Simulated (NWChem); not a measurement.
Program: NWChem. System: CCl2F, charge 1, spin multiplicity 1, at the geometry of a parent with another charge or spin, in a state set for the comparison that need not be this species' ground state. Level: MP2/def2-SVPD, 12 core orbitals frozen.

Job file:

```
start mol
memory heap 200 mb stack 900 mb global 1100 mb
charge 1
geometry units angstroms nocenter noautoz
  F     -1.616705    -0.063760     0.000000
  C     -0.345619     0.328050     0.000000
  Cl     0.488943    -0.041014    -1.481469
  Cl     0.488943    -0.041014     1.481469
  symmetry group Cs
end
basis spherical
  * library def2-svpd
end
scf
  rhf
  nopen 0
  maxiter 100
  thresh 1e-7
  semidirect memsize 60000000 filesize 0
end
mp2
  freeze core 12
end
task mp2 energy
```

NWChem printed:

```
             Northwest Computational Chemistry Package (NWChem) 7.3.0
             --------------------------------------------------------

                                NWChem Input Module
                                -------------------

 Scaling coordinates for geometry "geometry" by  1.889725989
 (inverse scale =  0.529177249)

 Turning off AUTOSYM since
 SYMMETRY directive was detected!

                             Geometry "geometry" -> ""
                             -------------------------

 Output coordinates in angstroms (scale by  1.889725989 to convert to a.u.)

  No.       Tag          Charge          X              Y              Z
 ---- ---------------- ---------- -------------- -------------- --------------
    1 F                    9.0000    -1.61670500    -0.06376000     0.00000000
    2 C                    6.0000    -0.34561900     0.32805000     0.00000000
    3 Cl                  17.0000     0.48894300    -0.04101400    -1.48146900
    4 Cl                  17.0000     0.48894300    -0.04101400     1.48146900

 Effective nuclear repulsion energy (a.u.)     198.0341269855

            Nuclear Dipole moment (a.u.)
            ----------------------------
        X                 Y               Z
 ---------------- ---------------- ----------------
     0.0000056692    -0.0000302356     0.0000000000

      Symmetry information
      --------------------

 Group name             Cs
 Group number              2
 Group order               2
 No. of unique centers     3

      Symmetry unique atoms

     1    2    3


 Summary of "ao basis" -> "" (spherical)
 ------------------------------------------------------------------------------
       Tag                 Description            Shells   Functions and Types
 ---------------- ------------------------------  ------  ---------------------
 *                         def2-svpd                  on all atoms

 Summary of "ao basis" -> "ao basis" (spherical)
 ------------------------------------------------------------------------------
       Tag                 Description            Shells   Functions and Types
[...]
     1   1 0 0      0.261098      0.000000      0.000006
     1   0 1 0      0.279482      0.000000     -0.000030
     1   0 0 1     -0.000000      0.000000      0.000000

     2   2 0 0    -23.147371      0.000000    115.590171
     2   1 1 0     -1.069926      0.000000     -1.551167
     2   1 0 1     -0.000000      0.000000      0.000000
     2   0 2 0    -23.329530      0.000000      2.640737
     2   0 1 1     -0.000000      0.000000      0.000000
     2   0 0 2    -16.936449      0.000000    266.478224

                   NWChem MP2 Semi-direct Energy/Gradient Module
                   ---------------------------------------------

  Basis functions       =     97
  Molecular orbitals    =     97
  Frozen core           =     12
  Frozen virtuals       =      0
  Active alpha occupied =     12
  Active beta occupied  =     12
  Active alpha virtual  =     73
  Active beta virtual   =     73
  Use MO symmetry       = T
  Use skeleton AO sym   = T

  AO/Fock/Back tols     =   1.0D-09  1.0D-09  1.0D-09

 GA uses MA = F    GA memory limited = T

 Available:
  local mem=  1.26D+08
 global mem=  1.44D+08
 local disk=  0.00D+00
  mp2_memr nvloc                    73
  nvloc new                    73
   1 passes of  12:        3145728                      41532                  13990820.
   1 passes of  12: M    126153219           G      144160382           F     123007491.

 Semi-direct pass number   1 of   1  for RHF alpha+beta  at        2.8s
  vrange nnbf                  4692
  mp2_eaftype                    53  avail_ma_in_mb                  1099
 EAF : mp2_eaftype filesize          53    6995410.
  mp2_eaf for mointskh                     53
Node 0 wrote     32.9 Mb in      0.1 s     Agg I/O rate:   447.8 Mb/s
 Done moints_semi at        6.5s
  mp2_eaftype                    53  avail_ma_in_mb                  1046
 EAF : mp2_eaftype filesize          53    6995410.
  mp2_eaf for kh                    53
 Done maket at        6.8s
 Done multipass loop at        6.8s

          -------------------------------------------
          SCF energy               -1055.493575933716
          Correlation energy          -0.617334044345
          Singlet pairs               -0.363176855404
          Triplet pairs               -0.254157188941
          Total MP2 energy         -1056.110909978061
          -------------------------------------------

          ---------------------------------------------------
                    Spin Component Scaled (SCS) MP2
          Same spin pairs                     -0.169438125961
          Same spin scaling factor             0.333333333333
          Opposite spin pairs                 -0.447895918385
          Opposite spin scaling fact.          1.200000000000
          SCS-MP2 correlation energy          -0.593954477382
          Total SCS-MP2 energy             -1056.087530411097
          ---------------------------------------------------

 -----------------------
 Performance information
 -----------------------

 Timer overhead =  2.43D-07 seconds/call

               Nr. of calls         CPU time (s)                 Wall time (s)                GFlops
             ---------------    -------------------     ------------------------------   -------------------
Name         Min   Avg   Max    Min     Avg     Max     Min     Avg     Max   Mx/calls   Min     Max     Sum
mp2: moin     1     1     1    3.6     3.6     3.6      3.6     3.6     3.6     3.6      0.0     0.0     0.0
mp2: make     1     1     1   0.35    0.35    0.35     0.35    0.35    0.35    0.35      0.0     0.0     0.0
mp2: tota     1     1     1    4.0     4.0     4.0      4.0     4.0     4.0     4.0      0.0     0.0     0.0

 The average no. of pstat calls per process was 3.00D+00
 with a timing overhead of 7.28D-07s

 Task  times  cpu:        6.8s     wall:        6.8s

 Total times  cpu:        6.8s     wall:        6.8s
```
